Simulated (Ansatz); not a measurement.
C6H14N, doublet, geometry from GFN2-xTB. Base run: R2SCAN/pcseg-1 in Ansatz (a quantum-chemistry and plane-wave program).

Geometry (Å):
```xyz
21

C     -0.7844     2.3139    -0.2121
C     -0.9216     0.9429    -0.7262
N     -0.0439     0.0127    -0.0400
C     -0.3722    -1.3742    -0.3204
C     -1.5420    -1.8594     0.5303
C      1.3612     0.3231    -0.2538
C      2.2118    -0.0902     0.9420
H     -1.0582     3.1527    -0.8204
H     -0.4998     2.4724     0.8080
H     -0.7628     0.9289    -1.8247
H     -1.9532     0.5867    -0.5673
H     -0.5996    -1.5266    -1.3913
H      0.5011    -1.9833    -0.0805
H     -2.4640    -1.3460     0.2689
H     -1.6915    -2.9262     0.3823
H     -1.3313    -1.6731     1.5796
H      1.7475    -0.1527    -1.1723
H      1.4357     1.4070    -0.3806
H      3.2414     0.2257     0.7925
H      1.8255     0.3766     1.8437
H      2.2002    -1.1680     1.0830
```
Charge 0, spin multiplicity 2.
Orbitals are unrestricted.
All else is at Ansatz's defaults.
Base energy -291.49310 Eh.

The base run was repeated with changes; each row names its change, and settings that it needs were set with it.

```csv
change,ΔE vs base (µEh)
base,0.0
lower_state_search = off,0.0
fitting.mean_field = def2-universal-JKFIT,-169
fitting.mean_field = cc-pVTZ-JKFIT,-120
"point_charge = charge:0.5 position_ang:-3.9582, 4.5015, 2.3676",-1529
"final_grid = 6, 12, 29",1051
"point_charge = charge:1.0 position_ang:2.5511, 4.1803, -4.1987",-1822
lower_state_search = light,0.0
"final_grid = 14, 28, 59",2.3
"final_grid = 10, 20, 41",-12.6
nuclear_model = gaussian,25.5
```
